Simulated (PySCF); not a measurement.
# From PBE0 to CCSD(T): MSb along the second period

PBE0 and CCSD(T) in PySCF with x2c-SVPall on every atom, spin-free X2C, for the lowest determinant that a PBE0 search found; no spin–orbit coupling.

```tsv
molecule	state (unpaired electrons)	PBE0 Re (Å)	PBE0 ωe (cm⁻¹)	PBE0 De (eV)	CCSD(T) Re (Å)	CCSD(T) ωe (cm⁻¹)	CCSD(T) De (eV)
LiSb	triplet (π ↑↑)	2.614	400	1.55	2.668	377	1.12
BeSb	quartet (σ ↑, π ↑↑)	2.405	459	1.24	2.481	387	0.35
BSb	triplet (σ ↑, π ↑)	2.050	711	2.56	?	?	?
SbF	triplet (π ↑↑)	1.942	630	3.84	1.953	618	3.32
```

Estimate the CCSD(T) values of BSb by adding the mean shift from PBE0 to CCSD(T) of the other rows, and compare with the calculation.

The mean shifts are +4.7 pm, -36 cm⁻¹ and -0.61 eV, which give 2.097 Å, 675 cm⁻¹ and 1.95 eV. CCSD(T)/x2c-SVPall gives Re = 2.079 Å, ωe = 670 cm⁻¹, De = 1.92 eV.

What are the mean differences of PBE0 from CCSD(T) over the whole series?

Re -4.3 pm, ωe +37 cm⁻¹, De +0.62 eV.

In a basis of this size CCSD(T) is itself not converged; it tends to give bonds that are too long and too weak.

Correlated steps freeze the inner cores (18 to 19 orbitals); shallow outer-core shells are correlated. UHF and ROHF references stand side by side, which adds small steps between rows. Weak bonds: BeSb. Basis-set superposition, not corrected here, can be much of De in a small basis, most of all at correlated wavefunction levels. Functionals without a dispersion term scatter widely for such bonds, and LDA overbinds them. Spin–orbit coupling is left out, which matters for elements this heavy, above all for dissociation energies. States were picked by a PBE0 search and need not be the measured ground states.
